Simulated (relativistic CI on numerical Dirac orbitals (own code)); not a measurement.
A reference radial Dirac CI calculation of Ho⁺ gave the lowest total energy -12601.06296 Ha in 47 SCF steps, from this input:

```
atom Ho  Z=67  charge=1  electrons=66
nucleus A=165  rms_radius_fm=5.2022
hamiltonian dirac-coulomb  breit=on  qed=on  c_scale=1
orbitals kli  potential=per-configuration
slater_scale 1
correlation none
mixing on
grid step=0.0125 r_max=161.8
scf mixing=0.4 start=green max_iterations=150 tolerance=2e-08 node_fill=0.05
configurations
  [Xe] 4f11 6s
  [Xe] 4f10 6s2
  [Xe] 4f11 7s
end
```

One setting was then changed, and the output read:

```
SCF 1: [Xe] 4f11 6s
 iter      energy (Ha)   residual   last orbital (Ha)
    1    -12602.701125   2.63e+00     -0.63554
    2    -12620.206118   5.34e-01     -0.45105
    3    -12620.952100   2.99e-01     -0.42572
    4    -12621.001544   2.97e-01     -0.39360
    5    -12621.001012   2.98e-01     -0.39344
    6    -12621.003119   2.96e-01     -0.39331
    7    -12621.087402   3.19e-02     -0.68504
    8    -12621.020508   2.49e-01     -0.42931
    9    -12621.073171   1.04e-01     -0.54504
   10    -12621.099811   3.24e-02     -0.68952
   11    -12621.103619   1.31e-01     -0.63165
   12    -12621.103739   1.12e-01     -0.59473
   13    -12621.103824   5.07e-02     -0.54945
   14    -12621.105684   1.03e-02     -0.41103
   15    -12621.107720   4.42e-02     -0.46155
   16    -12621.106185   5.77e-02     -0.49124
   17    -12621.105481   5.68e-02     -0.49269
   18    -12621.105546   5.09e-02     -0.48226
   19    -12621.105545   4.53e-02     -0.47253
   20    -12621.105498   4.65e-02     -0.47465
   21    -12621.105678   1.37e-02     -0.41843
   22    -12621.105752   2.45e-04     -0.39579
   23    -12621.105728   2.21e-05     -0.39573
   24    -12621.105721   1.98e-06     -0.39572
   25    -12621.105722   1.64e-06     -0.39572
   26    -12621.105721   2.65e-06     -0.39572
   27    -12621.105722   1.48e-07     -0.39572
   28    -12621.105722   3.67e-08     -0.39572
   29    -12621.105722   1.63e-09     -0.39572
SCF 2: [Xe] 4f10 6s2
 iter      energy (Ha)   residual   last orbital (Ha)
    1    -12606.232482   2.27e+00     -0.63554
    2    -12620.330685   5.56e-01     -0.47445
    3    -12620.927468   2.69e-01     -0.45155
    4    -12621.114642   5.58e-02     -0.44158
    5    -12621.080827   2.98e-02     -0.44031
    6    -12621.093982   1.68e-03     -0.44220
    7    -12621.096702   4.37e-03     -0.44201
    8    -12621.094992   4.01e-04     -0.44199
    9    -12621.094767   1.74e-04     -0.44198
   10    -12621.094827   1.28e-05     -0.44199
   11    -12621.094833   1.23e-07     -0.44199
   12    -12621.094832   8.18e-09     -0.44199
SCF 3: [Xe] 4f11 7s
 iter      energy (Ha)   residual   last orbital (Ha)
    1    -12602.794541   2.61e+00     -0.23689
    2    -12620.031606   5.37e-01     -0.19729
    3    -12620.737656   2.94e-01     -0.19157
    4    -12620.843193   1.04e-01     -0.18404
    5    -12620.868985   6.08e-02     -0.18448
    6    -12620.897361   3.95e-03     -0.18553
    7    -12620.896660   2.52e-03     -0.18551
    8    -12620.896118   1.20e-03     -0.18545
    9    -12620.895502   5.73e-04     -0.18542
   10    -12620.895733   2.96e-05     -0.18543
   11    -12620.895721   2.83e-06     -0.18543
   12    -12620.895722   1.16e-06     -0.18543
   13    -12620.895722   1.47e-07     -0.18543
   14    -12620.895722   4.30e-09     -0.18543
orbital energies (Ha): 4d3/2 -6.2912  4d5/2 -6.0285  5s -2.1389  5p1/2 -1.3717  5p3/2 -1.1897  4f5/2 -0.4341  4f7/2 -0.3991  6s -0.3957
configuration averages (Ha): Dirac-Coulomb, Breit, QED
  4f11 6s                     -12621.105722   12.126553    8.169775
  4f10 6s2                    -12621.094832   12.130123    8.170837
  4f11 7s                     -12620.895722   12.126328    8.169546
levels: no., configuration, term, J, E (cm-1), weight
   1 4f10 6s2               5I   8                0.0  0.94
   2 4f10 6s2               5I   7             5273.7  0.97
   3 4f10 6s2               5I   6             9021.5  0.96
   4 4f10 6s2               5I   5            11798.0  0.93
   5 4f10 6s2               5I   4            13980.2  0.91
   6 4f11 6s                5I*  8            15280.6  0.98
   7 4f11 6s                3I*  7            16326.7  0.69
   8 4f10 6s2               5F   5            19695.4  0.78
   9 4f11 6s                5I*  7            21417.1  0.70
  10 4f11 6s                5I*  6            21768.3  0.60
  11 4f10 6s2               5S   2            22648.7  0.68
  12 4f10 6s2               3K   8            22823.8  0.75
  13 4f10 6s2               5F   4            23137.8  0.92
  14 4f11 6s                5I*  5            24988.6  0.74
lowest total energy -12601.053364 Ha
end: converged
```

(1) Which setting was changed?
A. speed of light
B. charge
C. node fill of the KLI weights
D. start potential

Answers

(1) C. The node fill of the KLI weights 0.2.
